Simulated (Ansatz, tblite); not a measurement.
Removing and adding an electron: Al₁₃As₁₄H₃₄⁺, a nanocrystal cut from zinc blende AlAs (hydrogen-capped). Charge 1, multiplicity 1. Geometry: PBE-D4/def2-SVP. Ansatz, gas phase; energy differences of separate SCF runs; the oxidised species was run as a doublet alone; the reduced species was run as a doublet alone.

Cartesian coordinates in Å:
```
Al 0.439 -4.691 1.832
Al 3.721 -2.669 -0.527
Al -1.586 -2.432 3.813
Al -1.654 2.012 3.638
Al 4.312 1.578 -0.515
Al 1.199 3.912 1.654
Al 1.278 -0.315 1.590
Al 0.136 -2.161 -2.023
Al -2.494 -0.165 0.235
Al 0.401 1.741 -1.706
Al 3.083 -0.166 -4.218
Al -2.759 3.677 -0.268
Al -3.388 0.771 -4.125
As 0.674 -2.362 2.827
As 3.560 -0.445 0.711
As -0.019 -4.248 -0.625
As 2.508 -2.050 -2.646
As 0.686 1.762 2.823
As -2.087 -0.165 4.805
As -2.946 -2.146 1.700
As -2.937 1.877 1.516
As 3.547 3.553 0.858
As 2.746 1.620 -2.434
As -0.232 3.703 -0.365
As -0.148 -0.281 -0.403
As -3.879 -0.255 -1.824
As -1.030 1.642 -3.750
H -1.036 -5.022 2.408
H 1.724 -5.606 2.033
H 5.257 -3.025 -0.757
H 2.696 -3.625 0.280
H -2.040 -3.592 4.797
H -1.932 3.288 4.547
H 5.871 1.672 -0.819
H 1.002 5.210 2.555
H -1.069 -2.045 -3.078
H 4.627 -0.206 -4.618
H 1.864 0.022 -5.247
H -3.382 5.059 0.221
H -3.192 2.885 -1.609
H -4.355 2.032 -4.233
H -3.270 -0.486 -5.099
H 1.601 -2.452 4.035
H 4.454 -0.544 1.944
H 0.813 -5.267 -1.393
H -1.386 -4.862 -0.933
H 2.640 -3.320 -3.487
H 1.537 1.797 4.091
H -1.356 -0.112 6.142
H -3.509 -0.156 5.356
H -4.435 -2.184 2.018
H -2.866 -3.425 0.879
H -4.408 1.772 1.913
H 4.445 3.707 2.081
H 3.983 4.822 0.133
H 2.951 2.996 -3.067
H 0.157 4.889 -1.245
H -4.184 -1.739 -1.995
H -5.264 0.178 -1.355
H -0.099 0.981 -4.764
H -0.974 3.060 -4.306
```

The xTB rows come from tblite. Single mean-field runs in def2-TZVP are fitted with def2-universal-jkfit. HOMO above LUMO, or a gap near zero within one spin, warns that the state may not be the lowest or that an electron is smeared out.

(1) Estimate orbital energies and vertical ionisation energies and electron affinities at: GFN1-xTB; GFN2-xTB; LDA (SPW92)/def2-TZVP; PBE-D4/def2-TZVP; PBE0-D4/def2-TZVP.

Results:

(1) 
```csv
level,−HOMO (eV),vertical IE (eV),−LUMO (eV),vertical EA (eV),HOMO–LUMO gap (eV),IE − EA (eV),remarks
GFN1-xTB,12.70,14.01,9.67,8.41,3.03,5.60,–
GFN2-xTB,11.88,13.27,9.49,8.12,2.39,5.15,–
LDA (SPW92)/def2-TZVP,8.55,9.94,5.14,3.85,3.41,6.09,"gap within one spin near zero (+2 doublet), gap within one spin near zero (doublet)"
PBE-D4/def2-TZVP,8.49,9.95,5.00,3.80,3.49,6.15,"gap within one spin near zero (+2 doublet), gap within one spin near zero (doublet)"
PBE0-D4/def2-TZVP,9.50,10.52,4.33,3.56,5.16,6.96,–
```

   Raw xTB energy differences between charge states are shifted by several eV; the methods need an empirical correction for them.
